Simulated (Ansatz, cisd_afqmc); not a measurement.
Species: BBr3, charge 0, singlet. BBr3 (tribromoborane, SMILES BrB(Br)Br).
B3LYP-D3(BJ)/def2-TZVP minimum from Ansatz (a quantum-chemistry and plane-wave program):
```xyz
4

B      0.0000     0.0000     0.0000
Br    -1.5328    -1.1285    -0.1226
Br     0.0146     1.6884    -0.8872
Br     1.5182    -0.5599     1.0098
```

Total energies in cc-pVTZ, 24 correlated electrons, 43 frozen orbitals. Open shells are spin-unrestricted; no spin-orbit coupling. Cores are frozen in correlated methods (noble-gas shells, and filled d and f shells in the p block). No relativity. The Monte Carlo rows (phaseless AFQMC, CISD trial, step 0.005/hartree) carry one-sigma bars that omit the constraint's bias. Outlying blocks are dropped, and bars are widened where a walk drifts. Over all cases where full CI ran beside it in this data, AFQMC minus full CI had a median of +0.1 mEh and passed +0.4 mEh in a tenth of the cases. Spin-orbit terms, left out, reach several kcal/mol for Br and I, and more for heavier atoms.

The bar of a AFQMC/CISD walk is widened from 0.40 to 0.84 mEh, since its halves differ by 1.68 mEh.

```tsv
method	program	energy (Eh)	minus CCSDT(Q) (mEh)
HF	Ansatz	-7742.18281	645.66
MP2	Ansatz	-7742.75952	68.94
CCSD	Ansatz	-7742.79742	31.05
CCSD(T)	Ansatz	-7742.82606	2.40
CCSDT(Q)	Ansatz	-7742.82847	0.00
AFQMC/CISD	cisd_afqmc	-7742.8281 ± 0.0009	0.4 ± 0.9
```

Rough core times of Ansatz's runs on a shared machine: CCSD(T) 40 s, CCSDT(Q) 60 min.
